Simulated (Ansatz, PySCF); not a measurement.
Dimer: H2O (SMILES O) (first 3 atoms) with PH3 (SMILES P); geometry from B3LYP-D3(BJ)/def2-TZVP, rigid monomers moved along the line of their centres of mass till H2···P4 is 2.97 Å.
(charge 0, multiplicity 1):
```xyz
7

O      0.263    -0.078    -0.543
H      0.124     0.000     0.412
H      1.145     0.275    -0.698
P     -0.548     0.162     3.300
H      0.088    -0.555     4.343
H     -0.675     1.357     4.049
H     -1.845    -0.307     3.617
```

Monomers are frozen at their geometry in the pair; levels with a basis set take the counterpoise correction.

Correlated levels freeze the cores. CBS: X⁻³ extrapolation of the correlation energy, Hartree–Fock from the larger set.

Programs: Ansatz (Gaussian orbitals); PySCF for the dispersion terms. 

PBE/def2-TZVPPD gives -99.5 meV for the interaction energy.

**Question.** Where do these levels fall relative to PBE: PBE-D3(BJ)/def2-TZVPPD, r2SCAN/def2-TZVPPD, PBE0/def2-TZVPPD, wB97M-V/def2-TZVPPD, MP2/CBS(aug-cc-pV(D+d)Z, aug-cc-pV(T+d)Z), CCSD(T)/CBS(aug-cc-pV(D+d)Z, aug-cc-pV(T+d)Z).

**Answer.** PBE-D3(BJ)/def2-TZVPPD -17.6; r2SCAN/def2-TZVPPD 8.2; PBE0/def2-TZVPPD 4.8; wB97M-V/def2-TZVPPD 5.5; MP2/CBS(aug-cc-pV(D+d)Z, aug-cc-pV(T+d)Z) 1.4; CCSD(T)/CBS(aug-cc-pV(D+d)Z, aug-cc-pV(T+d)Z) 2.7 meV. 5 of 6 lie above PBE; the widest gap is to PBE-D3(BJ)/def2-TZVPPD.

Ansatz is a first-principles code.
